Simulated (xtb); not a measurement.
GaHBr2, SMILES [Br][GaH][Br]. All values are semi-empirical tight-binding results from xtb (GFN2-xTB unless named), good for trends rather than for accurate numbers. Geometry optimised at GFN2-xTB.

Optimised geometry:

Bonds (Å): Ga1–H2 1.544, Ga1–Br3 2.281, Ga1–Br4 2.281. Bond angles (°): H2–Ga1–Br3 120.3, H2–Ga1–Br4 120.3, Br3–Ga1–Br4 119.3.
Charge 0, spin multiplicity 1.

For metal compounds this method's bond lengths and energies can be far off.

Computed properties:
```yaml
point_group_as_xtb_finds_it: C2v
orbital_gap: 4.42 eV
zero_point_energy: 4.5 kcal/mol
G − E(el) at 298.15 K (modified RRHO): -15.0 kcal/mol
```

Computed atomic charges and the Wiberg bond orders between heavy atoms:
charges (e) Ga1 0.14, H2 -0.01, Br3 -0.07, Br4 -0.07. Bond orders Ga1–Br3 1.30, Ga1–Br4 1.30.
